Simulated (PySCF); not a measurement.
**Zirconium: a sound run and one with changed settings**

Sound run: Zr²⁺ [Kr] 4d2, Zr³⁺ [Kr] 4d1. All numbers are calculated (PySCF 2.14, scalar relativity through the core potential, in cc-pVTZ-PP with ECP28MDF (5s5p4d2f1g, 63 functions)). The sound run starts from symmetry-adapted Hartree-Fock orbitals and uses a fine grid where one is needed.

Changed run: initial guess minao, at most 8 SCF cycles. This setting is unsound on purpose.

```json
{"species": "Zr²⁺", "method": "UHF", "sound run (hartree)": "-45.66402", "changed run (hartree)": "-45.57881", "converged": "no"}
{"species": "Zr²⁺", "method": "r2SCAN", "sound run (hartree)": "-46.05034", "changed run (hartree)": "-46.05034", "converged": "no"}
{"species": "Zr²⁺", "method": "PBE0", "sound run (hartree)": "-46.02353", "changed run (hartree)": "-46.02353", "converged": "no"}
{"species": "Zr³⁺", "method": "UHF", "sound run (hartree)": "-44.84076", "changed run (hartree)": "-44.84076", "converged": "yes"}
{"species": "Zr³⁺", "method": "r2SCAN", "sound run (hartree)": "-45.19476", "changed run (hartree)": "-45.19476", "converged": "yes"}
{"species": "Zr³⁺", "method": "PBE0", "sound run (hartree)": "-45.16653", "changed run (hartree)": "-45.16653", "converged": "yes"}
```

The SCF was stopped early; the energies are upper bounds that still move, and correlated levels were skipped or rest on poor orbitals.
